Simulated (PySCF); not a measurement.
PySCF 2.14 output of an unrestricted PBE calculation on a single atom or ion in aug-cc-pVDZ-PP with ECP28MDF, with scalar relativity through the core potential:

```
SCF conv_tol = 1e-09
number electrons alpha = 12  beta = 10
    J. P. Perdew, K. Burke, and M. Ernzerhof.,  Phys. Rev. Lett. 77, 3865 (1996)
    J. P. Perdew, K. Burke, and M. Ernzerhof.,  Phys. Rev. Lett. 78, 1396 (1997)
    J. P. Perdew, K. Burke, and M. Ernzerhof.,  Phys. Rev. Lett. 77, 3865 (1996)
    J. P. Perdew, K. Burke, and M. Ernzerhof.,  Phys. Rev. Lett. 78, 1396 (1997)
cycle= 1 E= -214.091072881858  delta_E= -0.00739  |g|= 0.0238  |ddm|= 0.855
cycle= 2 E= -214.091249481477  delta_E= -0.000177  |g|= 0.0115  |ddm|= 0.0598
cycle= 3 E= -214.091304921291  delta_E= -5.54e-05  |g|= 0.000951  |ddm|= 0.0381
cycle= 4 E= -214.091306313896  delta_E= -1.39e-06  |g|= 0.000141  |ddm|= 0.0113
cycle= 5 E= -214.09130650236  delta_E= -1.88e-07  |g|= 1.44e-05  |ddm|= 0.00422
cycle= 6 E= -214.09130650438  delta_E= -2.02e-09  |g|= 4.79e-07  |ddm|= 0.000515
cycle= 7 E= -214.091306504381  delta_E= -4.83e-13  |g|= 2.74e-08  |ddm|= 6.57e-06
converged SCF energy = -214.091306504381  <S^2> = 2.001541  2S+1 = 3.0010272
```

The run itself started from symmetry-adapted Hartree-Fock orbitals and held the occupation by maximum overlap, on a logarithmic radial grid, so the iterations belong to that start.

Problem. Which element, charge and spin multiplicity is this?

Solution. Sn (tin, neutral), multiplicity 3; the state was [Kr] 4d10 5s2 5p1 6s1, high-spin 3P determinant (an excited configuration).

Energies and moments cover only the electrons outside the core potential. The outer electron is Rydberg-like, and this basis confines it to a smaller radius and binds it less than a complete one would.
